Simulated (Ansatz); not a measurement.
Molecule: MoH2, net charge 0, quintet state. The spin state was set by rule; other spins were not relaxed. 
Geometry from a B3LYP-D3(BJ)/def2-TZVP (Ansatz, an electronic-structure program) optimisation:
SMILES: [MoH2]
```xyz
3

Mo     0.0001    -0.0027    -0.0453
H      1.3883     0.0600     0.9546
H     -1.3935     0.0553     0.9474
```
Charge 0, spin multiplicity 5.

Wanted: vertical electron affinity (to the sextet state of charge -1; a negative value means that the extra electron is unbound and the number depends on the basis; each state is the SCF solution reached for its spin; the UHF <S^2> is 8.87 for the sextet (pure: 8.75); for the sextet the Hartree-Fock reference is unstable and T1 is 0.033), in eV. Valence correlation only, unless marked. Open shells are spin-unrestricted. Spin-orbit coupling is left out. Frozen are the shells of the preceding noble gas and the d and f shells that filled before the atom's block. Past Kr the def2 sets carry scalar-relativistic core potentials. Anions need diffuse functions: def2-D sets add few. 

```
level                program  vertical electron affinity (eV)
-------------------  -------  -------------------------------
SVWN5/def2-TZVPD      Ansatz                             0.46
wB97M-V/def2-TZVPD    Ansatz                             0.23
wB97X-V/def2-TZVPD    Ansatz                             0.11
wB97X/def2-TZVPD      Ansatz                             0.07
CCSD/def2-QZVPPD      Ansatz                             0.26
CCSD(T)/def2-TZVPPD   Ansatz                             0.18
```
